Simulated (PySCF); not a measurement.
# Polarisability and C₆ of In²⁺ (indium, charge +2)

[Kr] 4d10 5s1, 2S determinant. Computed with PySCF 2.14 in aug-cc-pwCVTZ-DK3 (10s9p7d4f1g, 109 functions), with scalar relativity by spin-free X2C-1e. Coupled (time-dependent) response in atomic units; α is the mean over directions.

```tsv
method	mean α (bohr³)	C₆ (like pair)	S(−4)
UHF	17.51	82.73	240.7
PBE	13.21	63.65	111.3
PBE0	13.97	66.71	131.4
```

S(−4) is the Cauchy moment in α(ω) = α(0) + S(−4) ω² + …

α(iu) at PBE0:

```tsv
u (hartree)	α(iu) (bohr³)
0	13.97
0.0500	13.66
0.100	12.81
0.200	10.47
0.300	8.382
0.500	5.806
0.750	4.221
1.00	3.337
1.50	2.326
2.00	1.738
3.00	1.076
5.00	0.5181
```

A single London oscillator, α(iu) = α/(1 + u²/ω²), gives C₆ = (3/4) ω α². Matching the computed C₆ needs ω = 4 × 66.71 / (3 × 13.97²) = 0.456 hartree.

For an ion, C₆ is the dispersion term alone; charge-induced terms of lower order in 1/R come first.
